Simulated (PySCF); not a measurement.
Si(H)2(OMe)2 (C2H8O2Si), SMILES CO[SiH2]OC. The structure is a stationary point at ωB97X-D3(BJ)/def2-SVP. One conformer was computed; it need not be the lowest.

Q: Give the equilibrium geometry at ωB97X-D3(BJ)/def2-SVP (PySCF confirms it by a frequency run) as bond lengths and angles. (The exact figures need the calculation; the answer reports its results.)

A: This is not unique; one that fits is 
Atoms: Si1 O2 C3 O4 C5 H6 H7 H8 H9 H10 H11 H12 H13. Bonds (Å): Si1–O2 1.651, Si1–O4 1.660, Si1–H6 1.498, Si1–H7 1.484, O2–C3 1.410, C3–H8 1.101, C3–H9 1.104, C3–H10 1.106, O4–C5 1.406, C5–H11 1.107, C5–H12 1.101, C5–H13 1.105. Angles (°): O2–Si1–O4 108.3, O2–Si1–H6 111.6, O2–Si1–H7 106.0, O4–Si1–H6 107.4, O4–Si1–H7 112.5, H6–Si1–H7 111.0, Si1–O2–C3 123.2, O2–C3–H8 108.6, O2–C3–H9 111.3, O2–C3–H10 111.5, H8–C3–H9 108.6, H8–C3–H10 108.2, H9–C3–H10 108.4, Si1–O4–C5 125.8, O4–C5–H11 112.0, O4–C5–H12 108.9, O4–C5–H13 111.5, H11–C5–H12 108.1, H11–C5–H13 108.1, H12–C5–H13 108.0.
Charge 0, spin multiplicity 1.
